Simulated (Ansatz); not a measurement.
Species: sum formula BN2H3Br, net charge -1, singlet state. It need not be the lowest isomer of its formula. Whether it binds its extra electron was not tested at this geometry. 
Geometry from a B3LYP-D3(BJ)/def2-TZVP (Ansatz, a quantum-chemistry and plane-wave program) optimisation:
SMILES: NB([NH-])Br
```xyz
7

N      1.3353    -1.8044    -0.2796
B      0.1575    -1.1910    -0.1903
N     -1.2121    -1.6618    -0.2894
Br    -0.0165     1.0067     0.1463
H      2.1665    -1.2344    -0.2283
H     -1.3176    -2.6546    -0.1368
H     -1.9221    -1.1259     0.1802
```
Charge -1, spin multiplicity 1.

Basis-set convergence of Hartree-Fock and CCSD correlation energies (hartree) with Ansatz. Cores are frozen in the correlated levels unless marked. Spin-orbit coupling is left out. The frozen core is the preceding noble-gas configuration, with the filled d and f shells of earlier blocks. Non-relativistic.

```
basis        functions        E(HF)  E(corr, CCSD)
-----------  ---------  -----------  -------------
aug-cc-pVDZ        132  -2707.85563       -0.60849
aug-cc-pVTZ        266  -2707.95897       -0.73722
aug-cc-pVQZ        471  -2707.96983       -0.77871
```

Extrapolating the two largest sets (X = 3 and 4) as X^-3: E(corr) = (64·(-0.77871) - 27·(-0.73722))/37 = -0.8090 Eh, an estimate of the basis-set limit. The largest set recovers 96.3 % of it, the smallest 75.2 %.
